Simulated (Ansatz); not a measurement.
Steps of a relaxation of `CO[SiH](N)N` with RKS PBE-D4/def2-SVP.

```sh
$ ansatz run in.yaml --threads 4 --pin off --events-out ev --progress --plain --max-ram 10444MiB
```

```yaml
crystal:
  periodic: [false, false, false]
  atoms:
    - {symbol: C, position_ang: [-1.687300, 0.640500, 0.893500]}
    - {symbol: O, position_ang: [-0.990300, -0.303000, 0.188100]}
    - {symbol: Si, position_ang: [0.615700, -0.175200, 0.159600]}
    - {symbol: N, position_ang: [1.271300, -1.518400, -0.648900]}
    - {symbol: N, position_ang: [1.073700, 0.960700, -0.984200]}
    - {symbol: H, position_ang: [-2.796200, 0.442500, 0.796100]}
    - {symbol: H, position_ang: [-1.570600, 1.680800, 0.442800]}
    - {symbol: H, position_ang: [-1.441000, 0.723700, 1.940700]}
    - {symbol: H, position_ang: [1.305900, 0.013400, 1.517700]}
    - {symbol: H, position_ang: [0.484000, -1.770100, -1.301900]}
    - {symbol: H, position_ang: [1.191700, -2.307100, 0.029400]}
    - {symbol: H, position_ang: [0.570900, 0.769700, -1.795800]}
    - {symbol: H, position_ang: [1.992800, 0.807900, -1.222500]}
basis:
  gaussian: {orbitals: def2-SVP}
hamiltonian: {xc: pbe, dispersion: d4}
relax: {f_tol: 0.03, max_steps: 200}
```

Positions (Å) and forces (eV/Å) along the path, 10 of 10 steps:

```xyz
13
step=1 energy=-14054.7230 eV
C    -1.687    0.640    0.893   -2.460    1.964   -1.065
O    -0.990   -0.303    0.188   -1.198   -1.017    0.022
Si    0.616   -0.175    0.160    2.435   -0.005    1.096
N     1.271   -1.518   -0.649   -0.702   -3.090    0.287
N     1.074    0.961   -0.984   -1.531    3.391    1.620
H    -2.796    0.443    0.796    0.507   -0.032    0.266
H    -1.571    1.681    0.443    0.079   -0.499    0.306
H    -1.441    0.724    1.941    0.345   -0.123    1.174
H     1.306    0.013    1.518   -0.471   -0.009   -0.360
H     0.484   -1.770   -1.302    0.784    0.064   -0.004
H     1.192   -2.307    0.029    0.455   -0.258   -0.347
H     0.571    0.770   -1.796   -1.534   -0.143   -2.291
H     1.993    0.808   -1.222    3.292   -0.243   -0.703
13
step=2 energy=-14055.6431 eV
C    -1.711    0.677    0.891   -1.001    0.811   -0.267
O    -0.996   -0.304    0.200   -0.793   -0.285    0.016
Si    0.642   -0.209    0.101    1.416   -0.364    0.381
N     1.276   -1.684   -0.589   -0.930   -0.899    0.143
N     1.068    1.061   -0.979   -0.372    0.609    0.021
H    -2.806    0.455    0.838    0.246   -0.034    0.029
H    -1.578    1.702    0.444    0.031   -0.260    0.107
H    -1.442    0.752    1.959    0.166   -0.067    0.346
H     1.256    0.001    1.466   -0.061    0.004   -0.116
H     0.570   -1.937   -1.322    0.617   -0.009    0.106
H     1.178   -2.463    0.093    0.246    0.142   -0.211
H     0.526    0.955   -1.835   -0.261    0.205   -0.397
H     2.037    0.959   -1.253    0.696    0.148   -0.159
13
step=3 energy=-14055.8337 eV
C    -1.703    0.717    0.856   -0.463    0.157   -0.020
O    -1.000   -0.335    0.241   -0.078   -0.098   -0.033
Si    0.669   -0.273    0.099    0.208    0.114   -0.082
N     1.249   -1.782   -0.559   -0.443   -0.318    0.042
N     1.001    1.101   -0.927    0.044   -0.190   -0.005
H    -2.794    0.501    0.798    0.085    0.039    0.006
H    -1.526    1.711    0.376    0.047   -0.131    0.021
H    -1.441    0.807    1.930    0.030    0.093    0.205
H     1.332   -0.060    1.432    0.017   -0.059   -0.009
H     0.647   -2.088   -1.345    0.280    0.060    0.036
H     1.192   -2.547    0.131    0.163    0.062   -0.059
H     0.422    1.113   -1.772   -0.147    0.069   -0.071
H     1.973    1.100   -1.246    0.256    0.203   -0.030
13
step=4 energy=-14055.8812 eV
C    -1.721    0.741    0.861    0.073    0.000    0.001
O    -1.016   -0.350    0.289    0.169    0.105    0.049
Si    0.666   -0.309    0.085   -0.138    0.162   -0.081
N     1.226   -1.838   -0.544   -0.340   -0.045   -0.165
N     0.979    1.098   -0.922    0.320   -0.290   -0.324
H    -2.812    0.544    0.795   -0.002   -0.028   -0.015
H    -1.506    1.700    0.335   -0.017   -0.019    0.026
H    -1.469    0.888    1.940   -0.007   -0.029   -0.076
H     1.377   -0.130    1.397    0.013    0.010    0.008
H     0.722   -2.179   -1.380    0.208    0.086    0.190
H     1.230   -2.600    0.147    0.054    0.075   -0.061
H     0.381    1.185   -1.759    0.111   -0.030    0.245
H     1.964    1.215   -1.229   -0.444    0.002    0.204
13
step=5 energy=-14055.8945 eV
C    -1.739    0.757    0.900    0.002   -0.019   -0.008
O    -1.017   -0.305    0.310    0.123   -0.035    0.006
Si    0.656   -0.303    0.066   -0.182   -0.138   -0.028
N     1.158   -1.856   -0.532    0.049    0.219    0.113
N     0.992    1.016   -1.010   -0.107   -0.016    0.202
H    -2.825    0.525    0.825    0.080    0.074    0.049
H    -1.552    1.735    0.396    0.005   -0.055   -0.008
H    -1.487    0.890    1.983   -0.039   -0.038   -0.097
H     1.396   -0.099    1.357    0.028    0.053    0.006
H     0.799   -2.181   -1.433   -0.026   -0.069   -0.009
H     1.205   -2.625    0.142   -0.056   -0.067   -0.049
H     0.480    1.075   -1.893    0.083    0.063   -0.025
H     1.957    1.338   -1.097    0.038    0.029   -0.154
13
step=6 energy=-14055.8977 eV
C    -1.725    0.757    0.889    0.006   -0.019   -0.012
O    -1.006   -0.343    0.368   -0.041    0.027    0.002
Si    0.661   -0.312    0.122   -0.150    0.028   -0.083
N     1.196   -1.837   -0.491    0.022   -0.243   -0.262
N     0.965    1.008   -0.965    0.092    0.065   -0.176
H    -2.815    0.562    0.785    0.025   -0.013   -0.001
H    -1.489    1.705    0.354   -0.004    0.014    0.015
H    -1.513    0.917    1.972   -0.003    0.020    0.016
H     1.394   -0.068    1.395    0.084    0.035    0.233
H     0.946   -2.050   -1.464    0.027   -0.002    0.112
H     1.104   -2.688    0.075    0.008    0.105    0.029
H     0.369    1.102   -1.793   -0.064   -0.035    0.042
H     1.933    1.213   -1.233   -0.003    0.018    0.087
13
step=7 energy=-14055.9033 eV
C    -1.727    0.754    0.888   -0.003   -0.014    0.002
O    -1.013   -0.328    0.326    0.022    0.003   -0.003
Si    0.657   -0.310    0.083   -0.060   -0.004   -0.011
N     1.176   -1.850   -0.528   -0.061   -0.225   -0.044
N     0.976    1.024   -0.985    0.089    0.024    0.065
H    -2.815    0.546    0.805    0.017    0.020    0.008
H    -1.515    1.720    0.373    0.012   -0.026   -0.005
H    -1.492    0.895    1.971   -0.003   -0.009   -0.030
H     1.389   -0.088    1.379    0.019   -0.009   -0.026
H     0.810   -2.159   -1.442    0.111    0.055    0.311
H     1.195   -2.642    0.132   -0.044    0.195   -0.227
H     0.431    1.095   -1.849    0.046    0.027    0.000
H     1.949    1.309   -1.139   -0.145   -0.038   -0.041
13
step=8 energy=-14055.9082 eV
C    -1.721    0.752    0.886    0.014    0.012   -0.019
O    -1.015   -0.333    0.318    0.007   -0.007    0.016
Si    0.655   -0.313    0.083    0.016    0.032    0.067
N     1.186   -1.852   -0.515    0.008   -0.010   -0.024
N     0.969    1.026   -0.979   -0.010    0.000   -0.032
H    -2.811    0.564    0.785   -0.005    0.000    0.000
H    -1.485    1.719    0.384   -0.003   -0.006    0.004
H    -1.498    0.875    1.972    0.002   -0.005   -0.004
H     1.391   -0.086    1.378   -0.026   -0.009   -0.021
H     0.846   -2.155   -1.432   -0.004   -0.004   -0.009
H     1.166   -2.644    0.135    0.000    0.006    0.005
H     0.402    1.116   -1.827   -0.002    0.002    0.010
H     1.937    1.296   -1.174    0.003   -0.010    0.008
13
step=9 energy=-14055.9077 eV rejected
C    -1.720    0.752    0.883   -0.003   -0.023    0.024
O    -1.010   -0.337    0.328   -0.015    0.022   -0.004
Si    0.659   -0.310    0.094   -0.054   -0.049   -0.113
N     1.190   -1.845   -0.520    0.018    0.020    0.068
N     0.968    1.024   -0.978    0.046    0.006    0.052
H    -2.810    0.563    0.782    0.002    0.002   -0.002
H    -1.484    1.716    0.376    0.007    0.002   -0.010
H    -1.499    0.882    1.969   -0.008    0.013    0.002
H     1.382   -0.091    1.394    0.025    0.002   -0.016
H     0.845   -2.147   -1.437   -0.007    0.021    0.001
H     1.170   -2.639    0.128    0.008   -0.012   -0.005
H     0.390    1.123   -1.817   -0.014   -0.017    0.009
H     1.938    1.274   -1.187   -0.005    0.012   -0.006
13
step=10 energy=-14055.9085 eV
C    -1.719    0.752    0.883    0.002    0.004   -0.006
O    -1.013   -0.337    0.324   -0.008   -0.002    0.005
Si    0.656   -0.314    0.087    0.004    0.013    0.010
N     1.189   -1.850   -0.517    0.003    0.003   -0.008
N     0.967    1.026   -0.976   -0.003   -0.006    0.002
H    -2.810    0.566    0.782   -0.002   -0.001   -0.001
H    -1.481    1.716    0.377    0.000   -0.001    0.001
H    -1.499    0.881    1.969    0.001    0.000   -0.001
H     1.388   -0.090    1.382    0.002   -0.004    0.003
H     0.844   -2.152   -1.433   -0.001   -0.003   -0.002
H     1.171   -2.644    0.131    0.002   -0.003    0.002
H     0.393    1.119   -1.818   -0.003    0.003   -0.004
H     1.935    1.291   -1.176    0.002   -0.003   -0.001
```

Hardware: 4 threads of an Intel Xeon 6975P-C on a shared host. Wall time 8.5 s, peak host memory 0.17 GiB.
